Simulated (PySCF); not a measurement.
Compound: C₆H₇NS.
SMILES with atom numbers: `[CH3:1][S:2][c:3]1[cH:4][cH:5][n:6][cH:7][cH:8]1` (hydrogens: H9, H10, H11 on C1; H12 on C4; H13 on C5; H14 on C7; H15 on C8)

Cartesian coordinates in Å at the PBE0-D3(BJ)/def2-TZVP level; atoms count from 1:
```
atom  x, y, z in Å
C1     2.692    0.272   -0.132
S2     1.636   -1.156   -0.362
C3     0.033   -0.513   -0.112
C4    -1.039   -1.403   -0.201
C5    -2.321   -0.925   -0.011
N6    -2.613    0.346    0.257
C7    -1.588    1.183    0.340
C8    -0.260    0.817    0.167
H9     2.592    0.686    0.872
H10    3.711   -0.093   -0.262
H11    2.496    1.041   -0.881
H12   -0.872   -2.452   -0.414
H13   -3.164   -1.607   -0.077
H14   -1.830    2.220    0.558
H15    0.513    1.568    0.251
```

Level: wB97X-D/pcSseg-2 in PySCF, non-relativistic, on one gas-phase PBE0-D3(BJ)/def2-TZVP geometry that isn't relaxed in the solvent. The solvent is an IEF-PCM continuum (cavity from Bondi-type radii × 1.2). Only the electrostatic response of the medium enters.

Gas phase at wB97X-D/pcSseg-2: HOMO -8.39 eV, LUMO 0.91 eV, dipole 2.92 D.

**Question.** What does the continuum do to the energy, the frontier levels and the dipole at wB97X-D/pcSseg-2 in chloroform?

**Answer.** 
```tsv
solvent	ε	E(solvent) − E(gas) (kcal/mol)	polarisation term (kcal/mol)	distortion of the solute (kcal/mol)	HOMO (eV)	LUMO (eV)	dipole (D)
chloroform	4.711	-4.67	-5.35	0.68	-8.35	0.88	3.72
```

Polarisation term: ½ Σ q·V over the induced surface charges. Distortion: the rise of the solute's own energy as its density leaves the gas-phase optimum.

**Question.** Which radius a makes the point-dipole formula ΔE = −[(ε − 1)/(2ε + 1)]·μ²/a³ give the value in chloroform, with the gas-phase dipole?

**Answer.** μ = 1.147 au and |ΔE| = 0.00745 Eh give a = 2.10 Å; the farthest nucleus lies 3.72 Å from the centroid of the nuclei, so such a sphere wouldn't even hold the nuclei. The formula assumes a rigid point dipole at the centre of a sphere.

**Question.** Give the dipole vector in the frame of the coordinates (D, pointing from negative to positive charge), gas and chloroform.

**Answer.** Gas (2.86, 0.58, -0.08), solvent (3.64, 0.76, -0.09). Its length changes by +28 % and its direction by less than 1°.

Note: wB97X-D ran without an empirical dispersion term, which enters the total energy and its gradient alone.
